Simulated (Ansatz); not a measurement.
C3H6BNO, SMILES `CB(C)N=C=O` at its PBE0-D4/def2-TZVP geometry, where that method's forces vanish. The species carries charge 0 and has multiplicity 1.

```json
{"atom": "C1", "x (Å)": "0.329", "y (Å)": "1.630", "z (Å)": "-0.177"}
{"atom": "B2", "x (Å)": "0.039", "y (Å)": "0.105", "z (Å)": "0.006"}
{"atom": "C3", "x (Å)": "-1.203", "y (Å)": "-0.598", "z (Å)": "-0.640"}
{"atom": "N4", "x (Å)": "0.949", "y (Å)": "-0.666", "z (Å)": "0.795"}
{"atom": "C5", "x (Å)": "1.385", "y (Å)": "-1.656", "z (Å)": "1.302"}
{"atom": "O6", "x (Å)": "1.869", "y (Å)": "-2.578", "z (Å)": "1.826"}
{"atom": "H7", "x (Å)": "0.952", "y (Å)": "1.740", "z (Å)": "-1.076"}
{"atom": "H8", "x (Å)": "0.892", "y (Å)": "2.070", "z (Å)": "0.648"}
{"atom": "H9", "x (Å)": "-0.574", "y (Å)": "2.217", "z (Å)": "-0.361"}
{"atom": "H10", "x (Å)": "-2.055", "y (Å)": "-0.451", "z (Å)": "0.040"}
{"atom": "H11", "x (Å)": "-1.495", "y (Å)": "-0.138", "z (Å)": "-1.587"}
{"atom": "H12", "x (Å)": "-1.088", "y (Å)": "-1.674", "z (Å)": "-0.778"}
```

Problem. For each bond, give half the difference of the two atoms' forces along it (eV/Å; positive pushes the atoms apart) under PBE-D4, r2SCAN-D4, B3LYP-D4, ωB97M-V in def2-TZVPP. (An estimate is asked.)

Solution. Computed: 
```
  bond  length (Å)  PBE-D4  r2SCAN-D4  B3LYP-D4  ωB97M-V
 C1–B2       1.563   -0.06       0.00      0.04     0.03
 C1–H7       1.099    0.14       0.00     -0.04    -0.06
 C1–H8       1.091    0.12      -0.02     -0.03    -0.06
 C1–H9       1.092    0.12      -0.02     -0.04    -0.06
 B2–C3       1.566   -0.05      -0.01      0.05     0.01
 B2–N4       1.431   -0.45      -0.09     -0.03     0.13
C3–H10       1.099    0.13       0.00     -0.04    -0.06
C3–H11       1.093    0.12      -0.02     -0.04    -0.06
C3–H12       1.091    0.12      -0.01     -0.03    -0.05
 N4–C5       1.195    0.42       0.09     -0.06    -0.03
 C5–O6       1.165    0.84       0.33      0.26     0.03
```

B3LYP here is the variant with VWN-RPA as its local correlation; programs differ in this.
